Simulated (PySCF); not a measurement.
1,3-azasiletidine (C2H7NSi), SMILES C1NC[SiH2]1. Coordinates come from a PBE-D3(BJ)/def2-SVP optimisation.

Computed equilibrium geometry at PBE-D3(BJ)/def2-SVP (PySCF confirms it by a frequency run) as Cartesian coordinates in Å, and its point group:
point group Cs.
```xyz
11

C     -0.4480    -0.1322    -1.1664
N     -1.2544     0.2810     0.0000
C     -0.4480    -0.1322     1.1664
Si     1.0611     0.0427     0.0000
H     -0.5578     0.5295    -2.0515
H     -0.5924    -1.1925    -1.5003
H     -2.2329    -0.0359     0.0000
H     -0.5924    -1.1925     1.5003
H     -0.5578     0.5295     2.0515
H      2.1302    -1.0183     0.0000
H      1.7057     1.4006     0.0000
```
Charge 0, spin multiplicity 1.
